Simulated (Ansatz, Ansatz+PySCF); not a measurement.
```xyz
13

C     1.4000    0.0000    0.0000
C     0.7000    1.2124    0.0000
C    -0.7000    1.2124    0.0000
C    -1.4000    0.0000    0.0000
C    -0.7000   -1.2124    0.0000
C     0.7000   -1.2124    0.0000
N     2.8400    0.0000    0.0000
O     3.3700    1.1000    0.0000
H     1.2425    2.1521    0.0000
H    -1.2425    2.1521    0.0000
H    -2.4850    0.0000    0.0000
H    -1.2425   -2.1521    0.0000
H     1.2425   -2.1521    0.0000
```

Basis set: def2-SVP (spherical functions). Charge 0, multiplicity 3.

Computed with Ansatz (development build ahead of 0.2.0); each method stands on the lowest determinant of its kind that the runs found. Restricted functionals stand beside restricted open-shell atoms, which can lie above the unrestricted atoms usual in DFT and then raise those values.

Task: Give the atomization energy at this shape (free ground-state atoms in the same class of orbitals less the molecule, no zero-point energy) of triplet C6H5NO by ωB97X (unrestricted), PBE0 (unrestricted), PBE0 (restricted open-shell), UHF, ROHF.

Result:

```csv
method,atomization energy
ωB97X (unrestricted),1461.97 kcal/mol
PBE0 (unrestricted),1488.02 kcal/mol
PBE0 (restricted open-shell),1493.82 kcal/mol
UHF,1038.22 kcal/mol
ROHF,1041.52 kcal/mol
```

Caution: another spin multiplicity may lie lower. Caution for UHF: the unrestricted determinant is spin contaminated. Caution for ROHF: an unrestricted determinant lies well below.

The shape needn't be a minimum at these levels.
